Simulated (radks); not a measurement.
The mean radii <r> (bohr) of the occupied orbitals of an atom or ion are listed with their occupations. Calculated with a radial shooting solver on a logarithmic mesh with Libxc functionals: scalar-relativistic Kohn-Sham, BLYP, spin-polarised, spherical densities, finite nucleus; Fermi nuclear charge, rms radius of each element as measured or else 0.836 A^(1/3) + 0.57 fm.

orbital  occ.      <r>
1s up       1  0.02842
1s down     1  0.02842
2s up       1   0.1226
2s down     1   0.1226
2p up       3   0.1071
2p down     3   0.1071
3s up       1   0.3305
3s down     1   0.3304
3p up       3   0.3286
3p down     3   0.3285
3d up       5   0.3051
3d down     5   0.3050
4s up       1   0.7794
4s down     1   0.7792
4p up       3   0.8318
4p down     3   0.8321
4d up       5   0.9501
4d down     3   0.9529

Name the element and its charge. Open shells, if any, are filled with parallel spins first.

Answer. Z = 51, antimony, charge +7: Sb7+ in [Kr] 4d8. The 1s radius gives Z: for a bare nucleus <r> = (2 gamma + 1)/(2Z) with gamma = sqrt(1 - (Z/c)^2), 0.028 bohr for Z = 51, and screening makes it slightly larger (0.02842 here). The occupations add up to 44, and the charge is Z minus that.
